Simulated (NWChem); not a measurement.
# GaH, singlet; SMILES [GaH]

All runs: NWChem. Low-valent species are run as closed-shell singlets; no triplet was tried in these runs. Each level has its own optimisation; frequencies are unscaled.

```
level              basis functions  r Ga–H (Å)  highest harmonic frequency (cm⁻¹)  zero-point energy (kcal/mol)  dipole (D)
-----------------  ---------------  ----------  ---------------------------------  ----------------------------  ----------
B3LYP/cc-pVDZ                   32       1.698                               1545                           2.2        0.40
B3LYP/aug-cc-pVDZ               45       1.696                               1543                           2.2        0.58
B3LYP/cc-pVTZ                   57       1.687                               1706                           2.4        0.49
B3LYP/aug-cc-pVTZ               82       1.687                               2179                           3.1        0.55
```
